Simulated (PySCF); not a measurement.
F3Si(SH), F3HSSi.
Numbering: `[F:1][Si:2]([F:3])([F:4])[SH:5]` (hydrogens: H6 on S5)

All values: wB97X-D/pcSseg-2 (PySCF, non-relativistic), on one gas-phase PBE0-D3(BJ)/def2-TZVP geometry that isn't relaxed in the solvent. The solvent is an IEF-PCM continuum (van der Waals radii × 1.2). Only the electrostatic response of the medium enters.

Gas phase at wB97X-D/pcSseg-2: HOMO -10.49 eV, LUMO 1.49 eV, dipole 1.57 D.

What does the continuum do to the energy, the frontier levels and the dipole at wB97X-D/pcSseg-2 in chloroform?

```csv
solvent,ε,E(solvent) − E(gas) (kcal/mol),polarisation term (kcal/mol),distortion of the solute (kcal/mol),HOMO (eV),LUMO (eV),dipole (D)
chloroform,4.711,-2.53,-2.76,0.23,-10.27,1.93,1.86
```

The first energy column is the sum of the next two and covers electrostatics alone.

Which radius a makes the point-dipole formula ΔE = −[(ε − 1)/(2ε + 1)]·μ²/a³ give the value in chloroform, with the gas-phase dipole?

μ = 0.618 au and |ΔE| = 0.00403 Eh give a = 1.71 Å; the farthest nucleus lies 2.06 Å from the centroid of the nuclei, so such a sphere wouldn't even hold the nuclei. The formula assumes a rigid point dipole at the centre of a sphere.

Shape of the structure used: `[F:1][Si:2]([F:3])([F:4])[SH:5]`: H–S5–Si2–F1 -61°.

wB97X-D is run here without its empirical dispersion term; that term would change no orbital, density or response property at a fixed geometry.
